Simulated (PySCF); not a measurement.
Work out the structure from these simulated measurements.

Formula: C5H8F3PSi.

- 13C NMR: chemical shifts (computed TMS as zero) by class: 277.4 (1 C), 134.1 (1 C), 118.5 (1 C), 32.0 (1 C), 18.9 (1 C) ppm [GIAO CAM-B3LYP/pcSseg-1]
- NMR, other nuclei: isotropic shieldings of nuclei other than C and H, by class: 253 (3 F), 399 (1 Si), 287 (1 P) ppm [GIAO CAM-B3LYP/pcSseg-1]
- 1H NMR: chemical shifts (computed TMS as zero) by class: 4.25 (3 H), 2.11 (2 H), 1.92 (3 H) ppm [GIAO CAM-B3LYP/pcSseg-1]
- Rotational structure: rotational constants A, B, C: 1.405, 0.592, 0.509 GHz [PBE0-D3(BJ)/def2-SVP]
- Triplet: lowest triplet excitation (Tamm–Dancoff): 2.93 eV [TDA PBE0/def2-SVPD]
- Polarisability: 123.7 au [PBE0/def2-SVPD]

The electronic properties come from PySCF, for the isolated species, density fitting. Levels stand in brackets. Geometry: PBE0-D3(BJ)/def2-SVP, one conformer, isolated molecule. NMR values are class means; diastereotopic atoms form classes of their own.

Question: Propose a structure and show how it fits.

Answer: Numbering: `[CH3:1][C:2]([SiH3:3])=[C:4]=[P:5][CH2:6][C:7]([F:8])([F:9])[F:10]`. 5 carbons fall into 5 classes; from least to most shielded: central carbon of cumulated double bonds [C4] (277.4 ppm), CF3 carbon [C7] (134.1 ppm), outer carbon of cumulated double bonds [C2] (118.5 ppm), sp3 carbon bound to phosphorus [C6] (32.0 ppm), methyl carbon [C1] (18.9 ppm). Hydrogen classes from least to most shielded: 3 H on an SiH3 silicon, Si3 (4.25 ppm), 2 H on an sp3 carbon bound to phosphorus, C6 (2.11 ppm, a mean of values up to 0.7 ppm apart in this geometry), 3 H on a methyl carbon, C1 (1.92 ppm). The other shieldings belong to: 253 ppm, fluorine of a CF3 group [F8/F9/F10]; 399 ppm, SiH3 silicon [Si3]; 287 ppm, phosphorus bonded to 2 C [P5]. The optimised geometry has point group C1 and is an asymmetric top. Structure: `FC(CP=C=C(C)[SiH3])(F)F`. The assignments are read from this structure; whether some other isomer fits the data as well wasn't checked.

The values belong to the conformer `[CH3:1][C:2]([SiH3:3])=[C:4]=[P:5][CH2:6][C:7]([F:8])([F:9])[F:10]`: C4–P5–C6–C7 -66°, P5–C6–C7–F8 68°.
